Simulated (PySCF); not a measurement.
Basis and Hamiltonian dependence of the excitation energy of Ge

Ge [Ar] 3d10 4s2 4p2 (3P) → Ge [Ar] 3d10 4s1 4p2 5s1 (5P). Calculated with PySCF 2.14 from differences of total energies of unrestricted determinants, without spin-orbit coupling. Values in eV.

| basis | Hamiltonian | functions | UHF | r2SCAN | PBE0 | MP2 (valence) | CCSD(T) (valence) | CCSD(T) (valence and next inner shell) |
| --- | --- | --- | --- | --- | --- | --- | --- | --- |
| aug-cc-pVDZ-PP with ECP10MDF | ECP | 32 | 9.312 | 11.043 | 11.017 | 10.101 | 10.401 | n/a |
| aug-cc-pVDZ-DK | spin-free X2C | 36 | 9.390 | 11.067 | 11.087 | 10.174 | 10.472 | n/a |
| ANO-RCC-VTZP | spin-free X2C | 43 | 11.492 | 12.913 | 12.864 | 12.250 | 12.526 | 12.780 |
| aug-cc-pwCVDZ-PP with ECP10MDF | ECP | 48 | 9.303 | 11.040 | 11.011 | 10.153 | 10.443 | 10.784 |
| def2-TZVPPD | non-relativistic | 54 | 9.263 | 10.860 | 10.876 | 10.233 | 10.514 | 10.702 |
| aug-cc-pVTZ-PP with ECP10MDF | ECP | 55 | 9.194 | 10.951 | 10.936 | 10.188 | 10.457 | n/a |
| aug-cc-pVTZ-DK | spin-free X2C | 59 | 9.210 | 10.954 | 10.967 | 10.193 | 10.462 | n/a |
| aug-cc-pVTZ-PP with one added diffuse shell each of s, d, f type with ECP10MDF | ECP | 68 | 9.129 | 10.925 | 10.904 | 10.139 | 10.412 | n/a |
| aug-cc-pVQZ-DK | spin-free X2C | 93 | 9.187 | 10.948 | 10.951 | 10.247 | 10.484 | n/a |
| def2-QZVPPD | non-relativistic | 95 | 8.967 | 10.664 | 10.683 | 10.026 | 10.273 | n/a |
| aug-cc-pwCVTZ-PP with ECP10MDF | ECP | 96 | 9.183 | 10.980 | 10.950 | 10.208 | 10.465 | n/a |
| x2c-QZVPPall with one added diffuse shell each of s, p, d, f type | spin-free X2C | 113 | 9.244 | 10.999 | 11.002 | 10.297 | n/a | n/a |
| aug-cc-pVQZ-PP with one added diffuse shell each of s, p, d, f, g type with ECP10MDF | ECP | 114 | 9.121 | 10.941 | 10.907 | 10.203 | n/a | n/a |

Frozen in the all-electron rows: valence: [Ar] 3d10; valence and next inner shell: [Ne]; with a core potential, the same shells as far as they lie outside it.

At UHF, ANO-RCC-VTZP lies more than 0.3 eV from the median of the rows with comparable relativity. Of these, ANO-RCC-VTZP has no diffuse functions of the l that the added or promoted electron needs.

Non-relativistic rows lack the scalar-relativistic shift. The upper state lies above the first ionisation limit, but in LS coupling its spin forbids autoionisation to the ground ion. A Rydberg-like electron needs more diffuse functions than a valence basis has.
